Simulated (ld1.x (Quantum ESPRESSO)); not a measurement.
**zirconium (Zr): one change to a TM potential, before and after**

ld1.x (Quantum ESPRESSO) 7.5 input, shortened:

```
&input
   title='Zr', zed=40., rel=1, dft='PZ', iswitch=3,
   config='[Kr] 4d2 4f-2 5s2 5p0'
 /
 &inputp
   pseudotype=2, tm=.true., lloc=0,
   nlcc=.true., new_core_ps=.true.
 /
4
5P  2  1   0.00   0.00  3.05  3.05  0.0
4D  3  2   2.00   0.00  1.85  1.85  0.0
4F  4  3  -2.00   0.10  2.80  2.80  0.0
5S  1  0   2.00   0.00  3.25  3.25  0.0
 &test
   configts(1)='4d2 5s2 5p0'
 /
```

Change: core [Ar] 3d10 4s2, valence charge 10; reference 4p6 4d2 5s2 5p0; waves now 5s (bound): rc 2.25 bohr; 4p (bound): rc 2.20 bohr; 4d (bound): rc 2.05 bohr; 4f channel at 0.1 Ry: rc 2.00 bohr; local potential all-electron potential smoothed inside 2.15 bohr (lloc = -1); core correction a·sin(br)/r model core inside 1.75 bohr.

Cutoffs: the cutoffs (Ry, on a coarse ladder) from which the occupation-weighted sum of valence levels, in a spherical-Bessel basis at the reference potential, stays within 10 and 1 mRy of its value at 400 Ry; they do not see the model core or the augmentation charge, which bear on the density cutoff. Errors are all-electron minus pseudo energies relative to the spin-unpolarised reference configuration.

Problem. What does the change do?

Solution. The potential gets neither clearly harder nor softer (30 Ry and 40 Ry → 30 Ry and 45 Ry); a bound ghost appears in s, which as a rule spoils a file. Several settings change at once here, so the effects cannot be laid on one of them.

```tsv
quantity	base	changed
cutoff, loose	30 Ry	30 Ry
cutoff, tight	40 Ry	45 Ry
bound ghosts	none	s
largest error over its own tests, meV	-304	+58
```

 A true bound ghost makes a file unfit for plane-wave use even where its test errors are small: the radial tests pick states by their node count and pass the ghost by.
